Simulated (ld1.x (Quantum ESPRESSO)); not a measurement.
# Reading a pseudo-wave (Br (Z = 35))

Columns: radius, all-electron u(r) and pseudo u(r) of the 4s shell (level -20.32 eV) of bromine in the configuration [Ar] 3d10 4s2 4p5; LDA (PZ), scalar-relativistic, ultrasoft scheme, ld1.x (Quantum ESPRESSO) 7.5.

| r (bohr) | all-electron | pseudo |
| --- | --- | --- |
| 0.105 | -0.2445 | -0.1163 |
| 0.210 | -0.0572 | -0.2303 |
| 0.315 | 0.3153 | -0.3399 |
| 0.420 | 0.4325 | -0.4429 |
| 0.525 | 0.3220 | -0.5375 |
| 0.630 | 0.0995 | -0.6224 |
| 0.735 | -0.1488 | -0.6962 |
| 0.840 | -0.3757 | -0.7582 |
| 0.945 | -0.5606 | -0.8080 |
| 1.050 | -0.6983 | -0.8451 |
| 1.155 | -0.7916 | -0.8699 |
| 1.260 | -0.8464 | -0.8823 |
| 1.365 | -0.8698 | -0.8828 |
| 1.470 | -0.8689 | -0.8718 |
| 1.575 | -0.8497 | -0.8498 |
| 1.680 | -0.8173 | -0.8173 |
| 1.785 | -0.7761 | -0.7761 |
| 1.890 | -0.7294 | -0.7294 |
| 1.995 | -0.6797 | -0.6797 |
| 2.100 | -0.6290 | -0.6290 |
| 2.205 | -0.5788 | -0.5788 |
| 2.310 | -0.5300 | -0.5300 |
| 2.415 | -0.4833 | -0.4833 |
| 2.520 | -0.4392 | -0.4392 |
| 2.625 | -0.3979 | -0.3979 |
| 2.730 | -0.3596 | -0.3596 |

Problem. How many radial nodes do the two functions have?

Solution. The all-electron 4s function has n − l − 1 = 3 (the table is too coarse to show those close to the nucleus); the pseudo-wave has 0, since the states of the same l below it are removed with the core.

Problem. At about which radius was the pseudo-wave matched?

Solution. 1.65 bohr, where the columns begin to agree (steps of 0.10 bohr).

Problem. Is the pseudo-wave norm-conserving?

Solution. No, it belongs to an ultrasoft set: the norm inside the radius is not constrained, and the difference is carried by the augmentation charge.
